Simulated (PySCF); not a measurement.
## Bond curve of TlGe

Set-up: basis Tl cc-pVDZ-PP with ECP60, Ge cc-pVDZ-PP with ECP10; scalar-relativistic core potentials; PySCF 2.14. Energies in eV from Tl + Ge in their ground configurations at the same level. State: ⁴Σ⁻ (quartet), unpaired electrons σ ↑, π ↑↑.

All columns are PBE0. A positive dipole means Tl(−)Ge(+).

```json
{"R (Å)": "2.356", "E (eV)": "-1.546", "μ (D)": "-1.26", "Mulliken charge on Tl (basis-dependent)": "0.17", "HOMO (eV)": "-5.28", "LUMO (eV)": "-2.64", "Mayer bond order": "1.56", "⟨S²⟩": "3.75"}
{"R (Å)": "2.465", "E (eV)": "-1.865", "μ (D)": "-1.55", "Mulliken charge on Tl (basis-dependent)": "0.18", "HOMO (eV)": "-5.33", "LUMO (eV)": "-2.51", "Mayer bond order": "1.47", "⟨S²⟩": "3.75"}
{"R (Å)": "2.575", "E (eV)": "-2.034", "μ (D)": "-1.87", "Mulliken charge on Tl (basis-dependent)": "0.19", "HOMO (eV)": "-5.35", "LUMO (eV)": "-2.42", "Mayer bond order": "1.39", "⟨S²⟩": "3.75"}
{"R (Å)": "2.657", "E (eV)": "-2.091", "μ (D)": "-2.12", "Mulliken charge on Tl (basis-dependent)": "0.21", "HOMO (eV)": "-5.25", "LUMO (eV)": "-2.42", "Mayer bond order": "1.34", "⟨S²⟩": "3.75"}
{"R (Å)": "2.739", "E (eV)": "-2.106", "μ (D)": "-2.38", "Mulliken charge on Tl (basis-dependent)": "0.22", "HOMO (eV)": "-5.15", "LUMO (eV)": "-2.42", "Mayer bond order": "1.29", "⟨S²⟩": "3.75"}
{"R (Å)": "2.821", "E (eV)": "-2.088", "μ (D)": "-2.65", "Mulliken charge on Tl (basis-dependent)": "0.23", "HOMO (eV)": "-5.05", "LUMO (eV)": "-2.41", "Mayer bond order": "1.25", "⟨S²⟩": "3.75"}
{"R (Å)": "2.931", "E (eV)": "-2.029", "μ (D)": "-3.00", "Mulliken charge on Tl (basis-dependent)": "0.24", "HOMO (eV)": "-4.93", "LUMO (eV)": "-2.40", "Mayer bond order": "1.20", "⟨S²⟩": "3.75"}
{"R (Å)": "3.068", "E (eV)": "-1.917", "μ (D)": "-3.44", "Mulliken charge on Tl (basis-dependent)": "0.26", "HOMO (eV)": "-4.79", "LUMO (eV)": "-2.37", "Mayer bond order": "1.15", "⟨S²⟩": "3.75"}
{"R (Å)": "3.232", "E (eV)": "-1.751", "μ (D)": "-3.94", "Mulliken charge on Tl (basis-dependent)": "0.27", "HOMO (eV)": "-4.64", "LUMO (eV)": "-2.34", "Mayer bond order": "1.10", "⟨S²⟩": "3.75"}
{"R (Å)": "3.451", "E (eV)": "-1.507", "μ (D)": "-4.56", "Mulliken charge on Tl (basis-dependent)": "0.29", "HOMO (eV)": "-4.47", "LUMO (eV)": "-2.30", "Mayer bond order": "1.04", "⟨S²⟩": "3.75"}
```

A fit through these points gives, at Re = 2.731 Å, μ = -2.36 D and dμ/dR = -3.19 D/Å; the reduced mass is 54.33 u.

**Question.** How strong is the fundamental in the double-harmonic approximation, I = 42.26·(dμ/dR)²/μred km/mol?

**Answer.** I = 42.26·(-3.19)²/54.33 = 7.92 km/mol at PBE0.

Spin–orbit coupling is left out, which matters for elements this heavy, above all for dissociation energies. The state is the lowest determinant that a PBE0 search found; another state may lie lower at other levels.
